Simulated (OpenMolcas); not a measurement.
# Mo3+: the spin-orbit constant, worked from levels

```
Program             : OpenMolcas 26.06
Basis               : ANO-RCC-VQZP [8s7p5d3f2g1h]
Scalar Hamiltonian  : DKH2, point nucleus
Active space        : 3 electrons in 10 orbitals (4d 5d)
State averaging     : 2S+1 = 4 even, 10 roots; 2S+1 = 2 even, 40 roots
Spin-orbit coupling : state interaction with AMFI integrals over the reference wave functions, term energies averaged over their components
```

Methods: CASSCF; MS-CASPT2, IPEA 0.25 Eh, imaginary shift 0.1 Eh (closed shells correlated: 4s 4p). Measured levels: Sugar and Musgrove, J. Phys. Chem. Ref. Data 17, 155 (1988).

**The spin-orbit constant.** For the Hund term 4F of d3, E(J) = (A/2) J(J+1) + constant and ζ = 2S·A = 3A. From J = 3/2 to J = 9/2 the energy changes by 10.5 A.

```tsv
Source	E(9/2) - E(3/2)	A	ζ
CASSCF	2806.3	267.3	802
MS-CASPT2	2808.1	267.4	802
measured	2864.6	272.8	818
```

All in cm-1. MS-CASPT2 is off by -2.0 % and CASSCF by -2.0 %. Both methods take the spin-orbit matrix elements from the reference wave functions, so the second can move ζ only through the term energies and any multistate remixing. Second-order mixing with other terms is absorbed into this ζ.

Term energies are means over components that CASPT2 splits; among the terms shown or strongly mixed into the levels shown the widest spread is 650 cm-1 (4d3 4F, MS-CASPT2). Active for correlation alone: 5d; no level in the range computed is led by a configuration that fills it, so any true level of that kind is missing. Without dynamic correlation excited terms often stand tens of per cent too high (terms of higher spin than the ground term too low), and those without a measured partner can miss by more than the paired ones (holds for CASSCF). Computed and measured levels are paired by configuration, term and J; levels that our copy of the source lacks, or whose pairing is in doubt (as where it misses far off the trend of its configuration), stay unpaired and out of the deviations. Levels of configurations outside the active space are missing.
